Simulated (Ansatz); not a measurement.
System: HSeCl$_{2}$, charge 1, singlet. HSeCl2+ (SMILES Cl[SeH+]Cl).
B3LYP-D3(BJ)/def2-TZVP minimum from Ansatz (a program for electronic structure):
```
Se
H 1 1.4938
Cl 1 2.1264 2 95.40
Cl 1 2.1264 2 95.40 3 105.25
```
Charge +1, spin multiplicity 1.

Total energies in def2-TZVPP, 20 correlated electrons, 24 frozen orbitals. Open shells are spin-unrestricted; no spin-orbit coupling. Cores are frozen in correlated methods (noble-gas shells, and filled d and f shells in the p block). No relativity.

```csv
method,program,energy (Eh),minus CCSDT(Q) (mEh)
HF,Ansatz,-3319.13076,606.09
MP2,Ansatz,-3319.66155,75.30
CCSD,Ansatz,-3319.70648,30.37
CCSD(T),Ansatz,-3319.73369,3.15
CCSDT(Q),Ansatz,-3319.73685,0.00
```

Rough core times of Ansatz's runs on a shared machine: CCSD(T) under 20 s, CCSDT(Q) 60 min.
